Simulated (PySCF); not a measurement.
# Excitation energy of Ge by level of theory

Ge [Ar] 3d10 4s2 4p2 (3P) → Ge [Ar] 3d10 4s1 4p2 4d1 (high-spin determinant), as a difference of total energies. Calculation: PySCF 2.14, in aug-cc-pVQZ-PP with one added diffuse shell each of s, p, d, f, g type with ECP10MDF (8s7p6d4f3g, 114 functions); scalar relativity through the core potential. Correlated levels: valence: 3s2 3p6 3d10 frozen. The calculations carry no spin-orbit coupling.

```tsv
method	excitation energy (eV)
UHF	10.555
LDA	12.844
PBE	12.437
PBE0	12.222
r2SCAN	12.274
revPBE	12.240
r2SCANh	12.222
PW91	12.476
MP2 (valence)	11.673
SCS-MP2 (valence)	11.983
```

Problem. How much does correlation contribute at MP2 (valence)?

Solution. 11.673 − (10.555) = 1.118 eV, measured against UHF.

The upper state lies above the first ionisation limit, but in LS coupling its spin forbids autoionisation to the ground ion.

The promoted electron is Rydberg-like, and one or two diffuse shells describe it only roughly, which tends to raise the upper state.

The determinant of the upper state mixes LS terms, which raises its energy above the lowest term, most at the Hartree-Fock and MP2 levels.
